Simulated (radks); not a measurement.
Question: The europium ion Eu30+, configuration [Ar] 3d10 4s2 4p3 (the NIST ground configuration). All-electron calculation, scalar-relativistic Kohn-Sham, r2SCAN, spin-polarised, spherical densities, finite nucleus; open shells are filled with parallel spins first (spin-orbit coupling, left out, can overturn this in heavy ions); meta-GGA in the generalised Kohn-Sham scheme; Fermi nuclear charge, rms radius 5.1115 fm. Program: a radial shooting solver on a logarithmic mesh with Libxc functionals. Some entries of the table are withheld. Estimate them.

orbital,occ.,eigenvalue (hartree),<1/r> (bohr^-1),<r^2> (bohr^2)
1s up,1,-1820.749,70.21,0.0006795
1s down,1,-1820.625,70.22,0.0006794
2s up,1,-333.2515,16.31,0.01065
2s down,1,-333.2246,16.31,0.01065
2p up,3,-301.3131,15.25,0.008563
2p down,3,-301.2304,15.25,0.008564
3s up,1,-103.1346,6.063,0.06916
3s down,1,-103.0649,6.059,0.06910
3p up,3,-93.11339,5.710,0.06886
3p down,3,-93.01819,5.709,0.06877
3d up,5,-79.97074,5.418,0.05725
3d down,5,-79.86909,5.420,0.05713
4s up,1,(1),2.851,0.2887
4s down,1,(2),2.852,0.2892
4p up,3,-42.88633,2.703,0.3047
4p down,0,-42.29171,2.704,0.3052

Answer: 
(1) 4s up eigenvalue (hartree): -46.63122
(2) 4s down eigenvalue (hartree): -46.02385
